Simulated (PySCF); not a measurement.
Zn(OH)2, optimised at B3LYP/6-31G*:

```xyz
5

O     -0.3548     0.0371    -0.0607
Zn     0.1340    -0.3062    -1.7058
O      0.4113    -0.6554    -3.3982
H      0.1683    -0.4250     0.6104
H      1.1428    -0.1558    -3.7890
```

Method: PySCF energies (xtb for GFN2) plus ideal-gas RRHO corrections (1 bar). 6-31G* has spherical d functions here. All species are closed-shell singlets. B3LYP is the form with VWN-RPA correlation. Zn: all electrons, no relativistic terms. Zn(OH)2: computed as isolated molecules; such fragments, hydroxides, amides, oligomers or adducts are transient or little studied in the gas. Warning, point group unlike the PBE0 one: Zn(OH)2 (GFN2-xTB).

List the harmonic frequencies (cm⁻¹, unscaled) at this level and at the other levels, each on its own geometry.


- B3LYP/6-31G*: 136, 141, 223, 642, 776, 825, 827, 3783, 3783
- GFN2-xTB: 112, 205, 210, 441, 526, 666, 697, 3675, 3682
- HF/6-31G*: 139, 139, 161, 646, 735, 754, 808, 4144, 4145
- PBE/def2-SVP: 139, 155, 180, 588, 727, 782, 793, 3721, 3722
- PBE0/def2-TZVP: 142, 171, 177, 612, 745, 787, 791, 3910, 3911
